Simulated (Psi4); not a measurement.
Cl2O2W, triplet, at a GFN2-xTB geometry (such geometries of metal compounds can be far from the true shape) (the multiplicity is a formal guess) (core potentials on W); HF/def2-SV(P) run with Psi4.

Psi4 was given this input:
```
memory 2 GB

molecule mol {
0 3
W     0.374338   -0.074154    0.122705
O     1.492717   -0.628278   -1.013929
O     0.748204    0.184364    1.748483
Cl   -0.979501    1.605419   -0.736271
Cl   -1.704522   -1.073729   -0.143527
}

set {
  basis def2-sv(p)
  reference uhf
}

energy('scf')
print_variables()
```

Output, abridged:

```
   => Loading Basis Set <=

    Name: DEF2-SV(P)
    Role: ORBITAL
    Keyword: BASIS

    !!!  WARNING: ECP capability is in beta. Please check occupations closely.  !!!

         ---------------------------------------------------------
                                   SCF
               by Justin Turney, Rob Parrish, Andy Simmonett
                          and Daniel G. A. Smith
                              UHF Reference
         ---------------------------------------------------------

  ==> Geometry <==

    Molecular point group: c1
    Full point group: C1

    Geometry (in Angstrom), charge = 0, multiplicity = 3:

       Center              X                  Y                   Z               Mass
    ------------   -----------------  -----------------  -----------------  -----------------
         W            0.336398945231    -0.066638657515     0.110268593384   183.950930920000
         O            1.454777945231    -0.620762657515    -1.026365406616    15.994914619570
         O            0.710264945231     0.191879342485     1.736046593384    15.994914619570
         CL          -1.017440054769     1.612934342485    -0.748707406616    34.968852682000
         CL          -1.742461054769    -1.066213657515    -0.155963406616    34.968852682000

  Running in c1 symmetry.

  Rotational constants: A =      0.07968  B =      0.05807  C =      0.04677 [cm^-1]
  Rotational constants: A =   2388.63455  B =   1740.79739  C =   1402.24733 [MHz]
  Nuclear repulsion =  330.070537748290121

  Charge       = 0
  Multiplicity = 3
  Electrons    = 64
  Nalpha       = 33
  Nbeta        = 31

  ==> Algorithm <==

  SCF Algorithm Type is DF.
  DIIS enabled.
  MOM disabled.
  Fractional occupation disabled.
  Guess Type is SAD.
  Energy threshold   = 1.00e-06
  Density threshold  = 1.00e-06
  Integral threshold = 1.00e-12

  ==> Primary Basis <==

  Basis Set: DEF2-SV(P)
    Blend: DEF2-SV(P)
    Number of shells: 39
    Number of basis functions: 89
    Number of Cartesian functions: 95
    Spherical Harmonics?: true
    Max angular momentum: 2

  Core potential: DEF2-SV(P)
    Number of shells: 4
    Number of ECP primitives: 10
    Number of ECP core electrons: 60
    Max angular momentum: 3

   => Loading Basis Set <=

    Name: (DEF2-SV(P) AUX)
    Role: JKFIT
    Keyword: DF_BASIS_SCF

  ==> Integral Setup <==

  SCF_SUBTYPE=INCORE selected. In-core MEM_DF algorithm will be used.
  Using in-core AOs.

  ==> MemDFJK: Density-Fitted J/K Matrices <==

    J tasked:                   Yes
    K tasked:                   Yes
    wK tasked:                   No
    Algorithm:                 Core
    Schwarz Cutoff:           1E-12
    Mask sparsity (%):       5.7316
    Fitting Condition:        1E-10

   => Auxiliary Basis Set <=

  Basis Set: (DEF2-SV(P) AUX)
    Blend: DEF2-UNIVERSAL-JKFIT
    Number of shells: 171
    Number of basis functions: 637
    Number of Cartesian functions: 837
    Spherical Harmonics?: true
    Max angular momentum: 6

  Minimum eigenvalue in the overlap matrix is 1.2661832335E-02.
  Reciprocal condition number of the overlap matrix is 3.1081905931E-03.
    Using symmetric orthogonalization.

  ==> Pre-Iterations <==

  SCF Guess: Superposition of Atomic Densities via on-the-fly atomic UHF (no occupation information).

   -------------------------
    Irrep   Nso     Nmo
   -------------------------
     A         89      89
   -------------------------
    Total      89      89
   -------------------------

  ==> Iterations <==

                           Total Energy        Delta E     RMS |[F,P]|

   @DF-UHF iter SAD: -1133.29275145862493   -1.13329e+03   0.00000e+00
   @DF-UHF iter   1: -1134.10834705415800   -8.15596e-01   1.16592e-02 DIIS/ADIIS
   @DF-UHF iter   2: -1133.53473911041988    5.73608e-01   1.87519e-02 DIIS/ADIIS
   @DF-UHF iter   3: -1134.64196992814504   -1.10723e+00   1.07903e-03 DIIS/ADIIS
   @DF-UHF iter   4: -1134.65398667433442   -1.20167e-02   6.83519e-04 DIIS/ADIIS
   @DF-UHF iter   5: -1134.65821937874580   -4.23270e-03   4.55097e-04 DIIS/ADIIS
   @DF-UHF iter   6: -1134.66114971631464   -2.93034e-03   2.19468e-04 DIIS/ADIIS
   @DF-UHF iter   7: -1134.66251305744368   -1.36334e-03   1.26652e-04 DIIS/ADIIS
   @DF-UHF iter   8: -1134.66309934987930   -5.86292e-04   8.27887e-05 DIIS
   @DF-UHF iter   9: -1134.66336940227416   -2.70052e-04   6.06312e-05 DIIS
   @DF-UHF iter  10: -1134.66355728189092   -1.87880e-04   4.43458e-05 DIIS
   @DF-UHF iter  11: -1134.66367996465851   -1.22683e-04   3.25701e-05 DIIS
   @DF-UHF iter  12: -1134.66376051175371   -8.05471e-05   2.11128e-05 DIIS
   @DF-UHF iter  13: -1134.66379634973964   -3.58380e-05   1.20681e-05 DIIS
   @DF-UHF iter  14: -1134.66380526954390   -8.91980e-06   6.76412e-06 DIIS
   @DF-UHF iter  15: -1134.66380749173527   -2.22219e-06   4.36578e-06 DIIS
   @DF-UHF iter  16: -1134.66380802592084   -5.34186e-07   2.79401e-06 DIIS
   @DF-UHF iter  17: -1134.66380830035450   -2.74434e-07   1.73558e-06 DIIS
   @DF-UHF iter  18: -1134.66380840568172   -1.05327e-07   1.17965e-06 DIIS
   @DF-UHF iter  19: -1134.66380844304899   -3.73673e-08   8.55280e-07 DIIS
  Energy and wave function converged.

  ==> Post-Iterations <==

   @Spin Contamination Metric:   6.589477140E-02
   @S^2 Expected:                2.000000000E+00
   @S^2 Observed:                2.065894771E+00
   @S   Expected:                1.000000000E+00
   @S   Observed:                1.000000000E+00

    Orbital Energies [Eh]
    ---------------------

    Alpha Occupied:

[...]
    Alpha Virtual:

[...]
    Beta Occupied:

[...]
      31A     -0.468599

    Beta Virtual:

[...]
      89A    575.958352

    Final Occupation by Irrep:
              A
    DOCC [    31 ]
    SOCC [     2 ]
    NA   [    33 ]
    NB   [    31 ]

  @DF-UHF Final Energy: -1134.66380844304899

   => Energetics <=

    Nuclear Repulsion Energy =            330.0705377482901213
    One-Electron Energy =               -2244.9705025705970911
    Two-Electron Energy =                 780.2361563792580910
    Total Energy =                      -1134.6638084430489926

  UHF NO Occupations:
  HONO-2 :   31  A 1.9867763
  HONO-1 :   32  A 1.0000000
  HONO-0 :   33  A 1.0000000
  LUNO+0 :   34  A 0.0132237
  LUNO+1 :   35  A 0.0090328
  LUNO+2 :   36  A 0.0062891
  LUNO+3 :   37  A 0.0011704

Computation Completed

Properties will be evaluated at   0.000000,   0.000000,   0.000000 [a0]

Properties computed using the SCF density matrix

 Multipole Moments:

 ------------------------------------------------------------------------------------
     Multipole            Electronic (a.u.)      Nuclear  (a.u.)        Total (a.u.)
 ------------------------------------------------------------------------------------

 L = 1.  Multiply by 2.5417464519 to convert [e a0] to [Debye]
 Dipole X            :         45.6638823          -47.0322418           -1.3683595
 Dipole Y            :         -9.0564476            9.3168107            0.2603632
 Dipole Z            :         14.9713539          -15.4167524           -0.4453984
 Magnitude           :                                                    1.4623872

 ------------------------------------------------------------------------------------

  Variable Map:
  ----------------------------------------------------------------------------
[...]
  Array Variable Map:
  ----------------------------------------------------------------------------
[...]
[...]
```
